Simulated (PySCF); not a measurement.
Ionisation energy of Hf³⁴⁺ by level of theory

Hf³⁴⁺ [Kr] 4d2 [4d3/2^2, M_J = 2] → Hf³⁵⁺ [Kr] 4d1 [4d3/2^1, M_J = 3/2], as a difference of total energies. Computed with PySCF 2.14 in an even-tempered Gaussian basis (17 s from 3.5 bohr⁻², ratio 2.8; 14 p from 4.6 bohr⁻², ratio 2.8; 9 d from 4.6 bohr⁻², ratio 2.8; 3 f from 17 bohr⁻², ratio 3), with the two-component X2C-1e Hamiltonian. Correlated levels: [Ar] 3d10 frozen; the 98 highest virtual spinors dropped. "Screened" scales the spin-orbit matrix elements by Boettger's factors to mimic the two-electron term; Breit and QED terms are absent.

```csv
method,ionisation energy (eV)
GHF (spin-free),1409.1
GMP2 (spin-free),1409.1
GHF (screened spin-orbit),1417.3
GMP2 (screened spin-orbit),1417.4
```

Breit and QED terms and the two-electron picture change are absent.

The spin-free rows relax to the high-spin LS determinant and lack the spin-orbit shift.

The labels give the starting determinants; with spin-orbit coupling the two ends relaxed to ⟨J²⟩ = 6.03, ⟨L²⟩ = 10.29, ⟨S²⟩ = 1.58 and ⟨J²⟩ = 3.75, ⟨L²⟩ = 6.07, ⟨S²⟩ = 0.82.

For comparison: 1417 ± 5 eV (theoretical estimate listed by NIST; NIST Atomic Spectra Database, ionization energies).
